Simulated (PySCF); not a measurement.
## Working out the ionisation energy of Rb

Rb [Kr] 5s1 (2S) → Rb⁺ [Kr] (1S). Calculation: PySCF 2.14, in aug-cc-pwCVTZ-X2C with one added diffuse shell each of s, p, d, f type (11s10p8d4f, 109 functions); scalar relativity by spin-free X2C-1e. Frozen: [Ar] 3d10. Energies in hartree (1 hartree = 27.21139 eV):

```json
{"part": "UHF", "Rb (lower)": "-2979.151197", "Rb⁺ (upper)": "-2979.011444"}
{"part": "MP2 opposite-spin", "Rb (lower)": "-0.123672", "Rb⁺ (upper)": "-0.117321"}
{"part": "MP2 same-spin", "Rb (lower)": "-0.046841", "Rb⁺ (upper)": "-0.041341"}
```

Question: What does Hartree-Fock give?

Answer: (-2979.011444) − (-2979.151197) = 0.139753 hartree = 3.803 eV.

Question: What do MP2 and SCS-MP2 (6/5 opposite-spin, 1/3 same-spin) give?

Answer: The opposite-spin parts differ by 0.173 eV and the same-spin parts by 0.150 eV. MP2: 3.803 + (0.173) + (0.150) = 4.126 eV. SCS-MP2: 3.803 + 1.2 × (0.173) + (0.150)/3 = 4.061 eV.

Measured between the centres of the two terms (NIST): 4.177 eV, so MP2 (valence and next inner shell) is off by -0.051 eV.

What remains against the reference includes basis incompleteness, the frozen core and correlation beyond second order.
